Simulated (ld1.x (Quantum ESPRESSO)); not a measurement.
**What the settings do to the TM potential of Cu**

Base potential:

```json
{"Element": "Cu (Z = 29)", "Generator": "ld1.x (Quantum ESPRESSO) 7.5", "Type": "norm-conserving Troullier–Martins (Kleinman–Bylander form)", "Functional": "PBE", "Relativity": "scalar-relativistic", "Frozen core": "[Ne]", "Valence charge": "19", "Reference configuration": "3s2 3p6 3d10 4s0 4p1", "Partial waves": "3p (bound): rc 0.70 bohr; 3d (bound): rc 1.50 bohr; 3s (bound): rc 1.05 bohr", "Local potential": "the s channel", "Core correction": "a·sin(br)/r model core inside 0.70 bohr"}
```

Occupied shells without a wave of their own: 4p. They enter only through the test configuration that unscreens the potential, and ld1.x also counts them in the model core charge.

Cutoffs, loose and tight: the cutoffs (Ry, on a coarse ladder) from which the occupation-weighted sum of valence levels, in a spherical-Bessel basis at the reference potential, stays within 10 and 1 mRy of its value at 400 Ry. They do not see the model core or the augmentation charge, which bear on the density cutoff. Test errors are all-electron minus pseudo excitation energies from the reference, over the configurations 3s2 3p6 3d10 4s1 4p0; 3s2 3p6 3d10 4s0 4p0; 3s2 3p6 3d9 4s0 4p0; 3s2 3p6 3d9 4s1 4p1; 3s1 3p6 3d10 4s1 4p0; 3s2 3p6 3d8 4s0 4p0; 3s2 3p6 3d7 4s0 4p0. A dash means not determined; rows that change the core or the reference have their own tests.

With those shells counted twice in exchange and correlation these files are broken, and their errors move erratically; no question is asked of them.

| change | outcome | cutoff, loose | cutoff, tight | bound ghosts | largest test error (meV) |
| --- | --- | --- | --- | --- | --- |
| base | generated | 200 Ry | over 300 Ry | none | +721 |
| core correction none | generated | 200 Ry | over 300 Ry | none | +733 |
| core correction a·sin(br)/r model core inside 0.34 bohr | generated | 200 Ry | over 300 Ry | none | +717 |
| core correction a·sin(br)/r model core inside 0.46 bohr | generated | 200 Ry | over 300 Ry | none | +718 |
| core correction a·sin(br)/r model core inside 0.60 bohr | generated | 200 Ry | over 300 Ry | none | +720 |
| core correction a·sin(br)/r model core inside 0.74 bohr | generated | 200 Ry | over 300 Ry | none | +721 |
| core correction a·sin(br)/r model core inside 0.84 bohr | generated | 200 Ry | over 300 Ry | none | +721 |
